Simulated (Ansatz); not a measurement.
CH$_{5}$AlClN (`[NH2][AlH][CH2]Cl`). The species carries charge 0 and has multiplicity 1. The geometry is a stationary point of PBE0-D4/def2-TZVP. It is one conformer, not always the lowest.

```xyz
9

N     1.465    1.014    0.140
Al   -0.268    0.673    0.123
C    -0.858   -1.193    0.161
Cl   -1.150   -1.172   -1.645
H     2.197    0.324    0.180
H     1.861    1.931    0.012
H    -1.307    1.858    0.062
H    -0.132   -1.982    0.346
H    -1.809   -1.452    0.621
```

**Question.** What is the dipole moment at PBE/def2-TZVPP? (Best estimate.)

**Answer.** Computed: 1.86 D, with components (1.30, -0.43, 1.26) D in this frame, pointing from negative to positive charge.

**Question.** And with r2SCAN, B3LYP, ωB97M-V? (An estimate is asked.)

**Answer.** Computed: r2SCAN 1.96 D, B3LYP 1.92 D, ωB97M-V 1.93 D.

**Question.** Give the Mulliken charges with PBE, B3LYP, ωB97M-V in def2-TZVPP. (Estimate.)

**Answer.** Ansatz gave: 
```
atom    PBE  B3LYP  ωB97M-V
  N1  -0.40  -0.42    -0.38
 Al2   0.43   0.51     0.50
  C3  -0.30  -0.31    -0.39
 Cl4  -0.14  -0.16    -0.12
  H5   0.14   0.12     0.10
  H6   0.14   0.13     0.11
  H7  -0.13  -0.15    -0.12
  H8   0.13   0.13     0.15
  H9   0.13   0.14     0.15
```

B3LYP here is the variant with VWN-RPA as its local correlation; programs differ in this.
